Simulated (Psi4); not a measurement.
Psi4 input (wB97X-D/6-311+G**):

```
memory 1500 MB

molecule {
0 1
C     0.96442600   -0.85308500    1.34064000
Si    0.00728300   -0.00015200   -0.02914400
C    -1.47960700    0.86381200    0.72095500
N    -0.33740500   -1.23413600   -1.18147100
N     0.85652900    1.22332600   -0.89590100
H     0.37598800   -1.64635600    1.81025300
H     1.88521600   -1.29955200    0.95914100
H     1.23634200   -0.14071900    2.12296500
H    -2.08931000    0.15848100    1.29034600
H    -1.17930600    1.66308400    1.40437300
H    -2.11160700    1.30426700   -0.05319300
H    -0.81278900   -1.02107000   -2.04392300
H    -0.49228400   -2.18748300   -0.89717500
H     1.68120800    1.00298600   -1.43122000
H     0.86180300    2.17978800   -0.58152200
symmetry c1
no_reorient
no_com
}

set {
  basis 6-311+G**
  reference rks
  scf_type df
  df_basis_scf def2-universal-jkfit
  dft_radial_points 99
  dft_spherical_points 590
  e_convergence 1e-8
  d_convergence 1e-7
  maxiter 150
}

e = energy('wb97x-d')
print_out(f'\nFINAL {e:.10f} DIPOLE {variable("CURRENT DIPOLE")[0]:.6f} {variable("CURRENT DIPOLE")[1]:.6f} {variable("CURRENT DIPOLE")[2]:.6f}\n')
```

From the output:

```
      95A      1.196333    96A      1.228539    97A      1.282012
      98A      1.283422    99A      1.356872   100A      1.364107
     101A      1.460153   102A      1.509173   103A      1.556662
     104A      1.557347   105A      1.585593   106A      1.635490
     107A      1.671302   108A      1.673042   109A      1.684462
     110A      1.694131   111A      1.702450   112A      1.716747
     113A      1.751847   114A      1.785478   115A      1.810948
     116A      1.838236   117A      1.873536   118A      1.879958
     119A      1.882218   120A      1.927287   121A      1.940152
     122A      2.080985   123A      2.102790   124A      2.115632
     125A      2.126033   126A      2.162381   127A      2.166015
     128A      2.288803   129A      2.292479   130A      2.327116
     131A      2.333973   132A      2.478142   133A      2.504086
     134A      2.520173   135A      2.531112   136A      2.541404
     137A      2.560160   138A      2.562746   139A      2.595948
     140A      2.612443   141A      2.620703   142A      2.632961
     143A      2.650241   144A      2.664954   145A      2.692377
     146A      2.738021   147A      2.747728   148A      2.757358
     149A      2.867297   150A      2.910376   151A      2.931118
     152A      2.940946   153A      3.000986   154A      3.064687
     155A      3.103039   156A      3.185211   157A      3.227074
     158A      3.311868   159A      3.432981   160A      3.849407
     161A      3.858934   162A      3.874824   163A      3.882862
     164A      4.004817   165A      4.025759   166A      4.378295
     167A      4.470907   168A      4.862748   169A      4.862976
     170A      5.927604   171A     11.642872   172A     11.681389
     173A     11.708075   174A     24.090305   175A     24.102010
     176A     35.718042   177A     35.741041   178A    141.415413

    Final Occupation by Irrep:
              A
    DOCC [    25 ]
    NA   [    25 ]
    NB   [    25 ]

  @DF-RKS Final Energy:  -481.32661773195281

   => Energetics <=

    Nuclear Repulsion Energy =            253.6678944884592113
    One-Electron Energy =               -1164.2249983930978487
    Two-Electron Energy =                 463.8803278726554140
    DFT Exchange-Correlation Energy =     -34.6434815302343608
    Empirical Dispersion Energy =          -0.0063601697352058
    VV10 Nonlocal Energy =                  0.0000000000000000
    Total Energy =                       -481.3266177319528083

Computation Completed

Properties will be evaluated at   0.000000,   0.000000,   0.000000 [a0]

Properties computed using the SCF density matrix

 Multipole Moments:

 ------------------------------------------------------------------------------------
     Multipole            Electronic (a.u.)      Nuclear  (a.u.)        Total (a.u.)
 ------------------------------------------------------------------------------------

 L = 1.  Multiply by 2.5417464519 to convert [e a0] to [Debye]
 Dipole X            :         -0.0098009            0.0000094           -0.0097915
 Dipole Y            :          0.0002222           -0.0000189            0.0002033
 Dipole Z            :          0.0391901           -0.0000094            0.0391806
 Magnitude           :                                                    0.0403861

 ------------------------------------------------------------------------------------

FINAL -481.3266177320 DIPOLE -0.009791 0.000203 0.039181

*** Psi4 exiting successfully. Buy a developer a beer!
```

The geometry given is a B3LYP-D3(BJ)/def2-TZVP minimum.
